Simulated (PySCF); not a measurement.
Input for PySCF: R-M06-2X/def2-TZVPPD on GeH4O2 (SMILES [OH][GeH2][OH]) with ghost functions.

```python
from pyscf import gto, dft

mol = gto.M(
    atom='''
    O     1.00359382   -0.95433350   -0.00968551
    Ge   -0.47690790    0.02248636   -0.24237354
    O    -0.30372657    1.59505425    0.58343886
    H     1.78806361   -0.53920456   -0.38303570
    H    -0.67766233    0.40253068   -1.71474951
    H    -1.57730660   -0.84070289    0.38618405
    H    -0.19935862    1.50038717    1.53632849
    ghost-C    0.38124237   -0.11754977    3.52916455
    ghost-H    0.55349860   -0.65886351    4.45809701
    ghost-H    0.85062973    0.86415866    3.60144098
    ghost-H    0.81378850   -0.67140835    2.69720127
    ghost-H   -0.69358647   -0.00597688    3.38228693
    ''',
    basis='def2-tzvppd',
    charge=0, spin=0, verbose=4, max_memory=1800)
mf = dft.RKS(mol, xc='m062x').density_fit(auxbasis='def2-universal-jkfit')
mf.grids.level = 4
mf.conv_tol = 1e-9
mf.max_cycle = 150
mf.kernel()
mf.dip_moment()
```

The log:

```
PySCF version 2.14.0

[INPUT] verbose = 4
[INPUT] num. atoms = 12
[INPUT] num. electrons = 52
[INPUT] charge = 0
[INPUT] spin (= nelec alpha-beta = 2S) = 0
[INPUT] symmetry False subgroup None
[INPUT] Mole.unit = angstrom
[INPUT] Symbol           X                Y                Z      unit          X                Y                Z       unit  Magmom
[INPUT]  1 O      1.003593820000  -0.954333500000  -0.009685510000 AA    1.896517460106  -1.803428946498  -0.018302961277 Bohr   0.0
[INPUT]  2 Ge    -0.476907900000   0.022486360000  -0.242373540000 AA   -0.901225317641   0.042493061938  -0.458019610441 Bohr   0.0
[INPUT]  3 O     -0.303726570000   1.595054250000   0.583438860000 AA   -0.573960034054   3.014215686324   1.102539655828 Bohr   0.0
[INPUT]  4 H      1.788063610000  -0.539204560000  -0.383035700000 AA    3.378950516201  -1.018948943517  -0.723832568931 Bohr   0.0
[INPUT]  5 H     -0.677662330000   0.402530680000  -1.714749510000 AA   -1.280596208635   0.760672741935  -3.240406946132 Bohr   0.0
[INPUT]  6 H     -1.577306600000  -0.840702890000   0.386184050000 AA   -2.980677488469  -1.588698214230   0.729782088175 Bohr   0.0
[INPUT]  7 H     -0.199358620000   1.500387170000   1.536328490000 AA   -0.376733192371   2.835320832111   2.903240083467 Bohr   0.0
[INPUT]  8 GHOST-C   0.381242370000  -0.117549770000   3.529164550000 AA    0.720443666380  -0.222136871306   6.669154448024 Bohr   0.0
[INPUT]  9 GHOST-H   0.553498600000  -0.658863510000   4.458097010000 AA    1.045960764330  -1.245071587370   8.424582385642 Bohr   0.0
[INPUT] 10 GHOST-H   0.850629730000   0.864158660000   3.601440980000 AA    1.607457223113   1.633023195571   6.805737105985 Bohr   0.0
[INPUT] 11 GHOST-H   0.813788500000  -0.671408350000   2.697201270000 AA    1.537837388321  -1.268777899246   5.096971703129 Bohr   0.0
[INPUT] 12 GHOST-H  -0.693586470000  -0.005976880000   3.382286930000 AA   -1.310688472004  -0.011294666279   6.391595972396 Bohr   0.0

nuclear repulsion = 218.630193688293
number of shells = 115
number of NR pGTOs = 420
number of NR cGTOs = 307
basis = def2-tzvppd
ecp = {}


******** <class 'pyscf.df.df_jk.DFRKS'> ********
method = DFRKS
initial guess = minao
damping factor = 0
level_shift factor = 0
DIIS = <class 'pyscf.scf.diis.CDIIS'>
diis_start_cycle = 1
diis_space = 8
diis_damp = 0
SCF conv_tol = 1e-09
SCF conv_tol_grad = None
SCF max_cycles = 150
direct_scf = False
XC library pyscf.dft.libxc version 7.1.2
    S. Lehtola, C. Steigemann, M. J. T. Oliveira, and M. A. L. Marques,  SoftwareX 7, 1–5 (2018)
XC functionals = m062x
    Y. Zhao and D. G. Truhlar,  Theor. Chem. Acc. 120, 215 (2008)
    Y. Zhao and D. G. Truhlar,  Theor. Chem. Acc. 120, 215 (2008)
radial grids:
    Treutler-Ahlrichs [JCP 102, 346 (1995); DOI:10.1063/1.469408] (M4) radial grids

becke partition: Becke, JCP 88, 2547 (1988); DOI:10.1063/1.454033
pruning grids: <function nwchem_prune>
grids dens level: 4
symmetrized grids: False
atomic radii adjust function: <function treutler_atomic_radii_adjust>
small_rho_cutoff = 0
Set gradient conv threshold to 3.16228e-05
Initial guess from minao.
tot grids = 240984
******** <class 'pyscf.df.df.DF'> ********
auxbasis = def2-universal-jkfit
init E= -2229.28574142144
  HOMO = -0.354975756926166  LUMO = -0.0326622777205552  gap/eV = 8.77060
cycle= 1 E= -2229.76882164417  delta_E= -0.483  |g|= 0.965  |ddm|= 2.05
  HOMO = -0.249629546625977  LUMO = 0.0025648995535691  gap/eV = 6.86256
cycle= 2 E= -2229.66744000266  delta_E= 0.101  |g|= 1.27  |ddm|= 1.51
  HOMO = -0.388190426884006  LUMO = -0.00468751034791706  gap/eV = 10.43565
cycle= 3 E= -2229.92290063127  delta_E= -0.255  |g|= 0.0648  |ddm|= 0.749
  HOMO = -0.381682360420924  LUMO = -0.00217786558851636  gap/eV = 10.32684
cycle= 4 E= -2229.92345471409  delta_E= -0.000554  |g|= 0.0304  |ddm|= 0.0605
  HOMO = -0.383502057522521  LUMO = -0.00246418225072552  gap/eV = 10.36857
cycle= 5 E= -2229.92353752807  delta_E= -8.28e-05  |g|= 0.00577  |ddm|= 0.0224
  HOMO = -0.383469419710194  LUMO = -0.00257776736776755  gap/eV = 10.36459
cycle= 6 E= -2229.92354163658  delta_E= -4.11e-06  |g|= 0.000736  |ddm|= 0.00608
  HOMO = -0.383481954632478  LUMO = -0.00255085882830996  gap/eV = 10.36566
cycle= 7 E= -2229.9235417156  delta_E= -7.9e-08  |g|= 0.000417  |ddm|= 0.00146
  HOMO = -0.383478822307139  LUMO = -0.00255202660788504  gap/eV = 10.36555
cycle= 8 E= -2229.92354174238  delta_E= -2.68e-08  |g|= 0.000144  |ddm|= 0.000332
  HOMO = -0.383478664424605  LUMO = -0.00255271817510755  gap/eV = 10.36552
cycle= 9 E= -2229.92354174622  delta_E= -3.84e-09  |g|= 1.47e-05  |ddm|= 0.000139
  HOMO = -0.383478380392636  LUMO = -0.00255194620484866  gap/eV = 10.36554
cycle= 10 E= -2229.92354174629  delta_E= -7e-11  |g|= 2.84e-06  |ddm|= 2.55e-05
  HOMO = -0.383478704805436  LUMO = -0.00255205030985012  gap/eV = 10.36554
Extra cycle  E= -2229.9235417463  delta_E= -4.55e-12  |g|= 1.08e-06  |ddm|= 5.19e-06
converged SCF energy = -2229.9235417463
Dipole moment(X, Y, Z, Debye): -0.10901, -0.01031, -0.03643
```

The run converged.

Cost: very roughly 2.0 core-minutes.
